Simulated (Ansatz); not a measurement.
Relaxation of BrClH4O3Sn (10 atoms, charge 0, multiplicity 1), to a largest force component of 0.03 eV/Å in at most 50 steps.

Theory: RKS LDA/def2-SVP in Ansatz.

```xyz
10
Properties=species:S:1:pos:R:3:forces:R:3
Sn 0.106 0.520 -0.337 0.16 0.58 0.42
Cl 0.638 -0.994 2.899 0.10 0.77 0.04
O 1.848 -0.293 -0.728 -0.03 0.00 -0.01
H 1.713 -1.008 -1.385 0.02 0.01 -0.01
O -0.686 1.145 -2.018 0.01 0.00 -0.01
H -1.654 1.230 -1.898 0.00 0.00 -0.01
O -1.269 -0.611 0.482 0.01 0.01 0.00
H -0.905 -0.901 1.356 -0.02 -0.01 0.01
Br 0.705 2.491 1.191 -0.16 -0.78 -0.28
H 0.778 0.342 2.892 -0.09 -0.59 -0.15
```

Problem. Where does it end, and by what steps?

Solution. It converged. After 6 steps the energy has fallen by 0.129 eV; H10 moved furthest, 0.30 Å.

```
step  energy less start (eV)  largest force component (eV/Å)  accepted
   0                  0.0000                           0.781       yes
   1                 -0.0821                           0.519       yes
   2                 -0.1171                           0.339       yes
   3                 -0.1246                           0.156       yes
   4                 -0.1281                           0.105       yes
   5                 -0.1283                           0.103       yes
   6                 -0.1292                           0.022       yes
```

```xyz
10
Properties=species:S:1:pos:R:3
Sn 0.123 0.452 -0.299
Cl 0.557 -0.793 2.997
O 1.854 -0.342 -0.756
H 1.741 -0.926 -1.535
O -0.657 1.182 -1.943
H -1.629 1.244 -1.838
O -1.260 -0.690 0.486
H -0.925 -0.951 1.383
Br 0.760 2.256 1.315
H 0.710 0.489 2.643
```

Whether the end is a true minimum wasn't checked by a vibrational analysis.

The run took 9.5 s on 4 threads of Intel(R) Xeon(R) CPU @ 2.60GHz (Ice Lake) (shared host), peak memory 0.23 GiB.
